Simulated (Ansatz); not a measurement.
Name a neutral molecule of F, O, Si and H with size of the dipole moment (ωB97M-V/def2-TZVPP) between 0.50 and 0.80 D and LUMO energy (ωB97M-V/def2-TZVPP) between 1.95 and 2.25 eV (Ansatz, PBE0-D4/def2-TZVP geometry).

`O[SiH](O)O[SiH](O)F` (0.68 D, 2.03 eV). Other molecules can fit too; these were computed, each in one conformer that needn't be the lowest.
